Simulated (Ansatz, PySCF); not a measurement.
Dimer: H2O (SMILES O) (first 3 atoms) with CH3Cl (SMILES CCl); geometry from B3LYP-D3(BJ)/def2-TZVP.
(charge 0, multiplicity 1):
```xyz
8

O      0.145     0.258     0.112
H     -0.437     0.422     0.866
H     -0.417    -0.137    -0.561
C      0.813    -0.918     3.154
Cl    -0.807    -0.133     3.264
H      1.122    -0.886     2.114
H      1.497    -0.358     3.784
H      0.711    -1.940     3.506
```

Basis-set superposition error: the interaction energy with monomers in their own basis, and in the dimer's basis (counterpoise).

Run with Ansatz (an electronic-structure program) with Gaussian orbitals; PySCF for 6-31G* rows, M06-2X. 

```
level                uncorrected (kJ/mol)  counterpoise (kJ/mol)  difference
-------------------  --------------------  ---------------------  ----------
HF/aug-cc-pV(D+d)Z                   -7.4                   -6.2         1.2
HF/aug-cc-pV(T+d)Z                   -6.5                   -6.1         0.3
SVWN5/def2-TZVPPD                   -25.8                  -25.5         0.3
PBE/def2-TZVPPD                     -13.2                  -13.0         0.2
B97M-V/def2-TZVPPD                  -15.9                  -15.7         0.1
B3LYP/6-31G*                        -18.3                  -10.9         7.4
BHLYP/def2-TZVPPD                   -12.2                  -12.1         0.2
M06-2X/def2-TZVPPD                  -16.4                  -16.1         0.3
MP2/6-31G*                          -18.6                   -9.2         9.4
MP2/aug-cc-pV(T+d)Z                 -16.9                  -14.6         2.4
```

The error is largest for MP2/6-31G* (9.4 kJ/mol) and smallest for B97M-V/def2-TZVPPD (0.1 kJ/mol).
